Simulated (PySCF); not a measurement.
C₆ coefficients of unlike pairs at BLYP

Calculated with PySCF 2.14 from the dipole response of each species, C₆(A,B) = (3/π) ∫ α_A(iu) α_B(iu) du, in atomic units, from isotropic polarisabilities. For ions this is the dispersion term alone; charge-induced terms of lower order in 1/R come first.

| species | configuration | basis | relativity | α (bohr³) | C₆ (like pair) |
| --- | --- | --- | --- | --- | --- |
| Pb²⁺ | [Xe] 4f14 5d10 6s2 (1S) | aug-cc-pwCVTZ-DK3 with one added diffuse shell each of s, d, f type (12s10p9d6f1g) | spin-free X2C | 13.20 | 91.31 |
| S⁺ | [Ne] 3s2 3p3 (4S) | aug-cc-pVDZ-DK (5s4p2d) | spin-free X2C | 10.95 | 54.89 |
| Mn²⁺ | [Ar] 3d5 (6S) | aug-cc-pVTZ (8s7p5d3f2g) | none | 4.151 | 12.32 |
| Ge³⁺ | [Ar] 3d10 4s1 (2S) | x2c-TZVPPall with one added diffuse shell each of s, p, d type (7s6p5d1f) | spin-free X2C | 5.607 | 11.95 |

(1) Estimate C₆ for S⁺ with Pb²⁺.

No spin-orbit coupling is included.

The other pairs:

```tsv
pair	C₆
Ge³⁺, S⁺	25.49
Ge³⁺, Pb²⁺	32.49
Mn²⁺, Pb²⁺	33.20
Ge³⁺, Mn²⁺	11.52
Mn²⁺, S⁺	24.70
```

Answers

(1) The integral gives 69.62. The combination rule 2 C_A C_B / (C_A α_B/α_A + C_B α_A/α_B) gives 70.64 and the geometric mean 70.80.
